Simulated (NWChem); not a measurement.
# CH$_{5}$NZn; SMILES [CH3][Zn][NH2]

```xyz
8

Zn     0.0001     0.0252    -0.0104
C     -0.0001    -1.9086     0.0271
H      0.8850    -2.3186    -0.4853
H     -0.8908    -2.3181    -0.4760
H      0.0052    -2.2921     1.0600
N     -0.0001     1.8459     0.0788
H     -0.8184     2.3517    -0.2504
H      0.8180     2.3520    -0.2503
```
Atoms are numbered in this order, from 1.

All runs: NWChem. Structure relaxed at the PBE0/def2-SVP level. Level M06-L/def2-SVP: energy and gradient on several grids; changes count from the extra-fine grid, which is no exact limit either.

```
grid     size of the energy change (μHa)  largest change of a gradient component (μHa/bohr)  time, medium = 1 (rough)
-------  -------------------------------  -------------------------------------------------  ------------------------
xcoarse                            20000                                               2000                   about 1
coarse                               300                                               2000                   about 1
medium                                30                                                200                   about 1
fine                                  10                                                200                   about 1
xfine                               < 10                                               < 30                         2
```
